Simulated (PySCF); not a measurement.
# Working with the constants of Sb₂⁺

UHF-CCSD(T) constants of Sb₂⁺, ²Πu (doublet), unpaired electrons π ↑ (basis Sb cc-pVDZ-PP with ECP28; scalar-relativistic core potentials; PySCF 2.14; masses 120.9038 and 120.9038 u):

```
ωe             : 233.3 cm⁻¹
ωexe           : 0.489 cm⁻¹
Be             : 0.039838 cm⁻¹
αe             : 0.000102 cm⁻¹
De to Sb⁺ + Sb : 2.60 eV
```

What force constant and bond length do these constants imply?

Reduced mass μred = 60.452 u; k = 5.8918×10⁻⁷·μred·ωe² (u, cm⁻¹, mdyn/Å) = 1.94 mdyn/Å; Re = √(16.8576/(μred·Be)) (u, cm⁻¹, Å) = 2.646 Å.

Estimate the centrifugal constant D from the Kratzer relation and find the Dunham coefficient a1.

D = 4Be³/ωe² = 4.65e-09 cm⁻¹; a1 = −1 − αeωe/(6Be²) = -3.50.

Correlated steps freeze 8 core orbitals. Correlated levels converge slowly with the basis: in double zeta they bind strong bonds too weakly, by up to about 1 eV, and carry superposition errors of some tenths. Spin–orbit coupling is left out, which matters for elements this heavy, above all for dissociation energies. The state is the lowest determinant that a PBE0 search found; another state may lie lower at other levels.
